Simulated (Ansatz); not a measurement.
Relaxation of Cl2GaH4N (8 atoms, charge 0, multiplicity 1), to a largest force component of 0.03 eV/Å in at most 50 steps.

All numbers below come from RKS r2SCAN/def2-SVP in Ansatz.

```xyz
8
Properties=species:S:1:pos:R:3
Ga 0.070 -0.658 -0.434
H -0.052 0.017 2.253
Cl 1.876 0.403 -0.828
Cl -1.773 0.088 -1.200
N 0.112 -2.324 0.430
H -0.750 -2.694 0.819
H 0.924 -2.575 0.987
H -0.037 -0.634 1.943
```

**Question.** Where does it end, and by what steps?

**Answer.** The forces met the threshold. The force dipped under the threshold on the way, but the program's further checks kept it going. After 15 steps the energy has fallen by 0.235 eV; H7 moved furthest, 0.60 Å.

| step | energy less start (eV) | largest force component (eV/Å) | accepted |
| --- | --- | --- | --- |
| 0 | 0.0000 | 1.719 | yes |
| 1 | -0.1715 | 0.625 | yes |
| 2 | -0.2029 | 0.363 | yes |
| 3 | -0.2056 | 0.238 | yes |
| 4 | -0.2175 | 0.183 | yes |
| 5 | -0.2213 | 0.137 | yes |
| 6 | -0.2221 | 0.235 | yes |
| 7 | -0.2244 | 0.019 | yes |
| 8 | -0.2265 | 0.196 | yes |
| 9 | -0.2278 | 0.304 | yes |
| 10 | -0.2299 | 0.248 | yes |
| 11 | 0.1443 | 4.939 | no |
| 12 | -0.2332 | 0.018 | yes |
| 13 | -0.2345 | 0.081 | yes |
| 14 | -0.2341 | 0.181 | no |
| 15 | -0.2353 | 0.014 | yes |

```xyz
8
Properties=species:S:1:pos:R:3
Ga 0.082 -0.789 -0.292
H -0.144 0.578 2.099
Cl 1.886 0.306 -0.629
Cl -1.773 0.100 -0.868
N 0.127 -2.429 0.436
H -0.684 -3.039 0.415
H 0.996 -2.946 0.524
H -0.120 -0.159 2.285
```

Whether the end is a true minimum wasn't checked by a vibrational analysis.

The run took 30 s on 4 threads of Arm Neoverse V2, with other jobs on the host, peak memory 0.18 GiB.
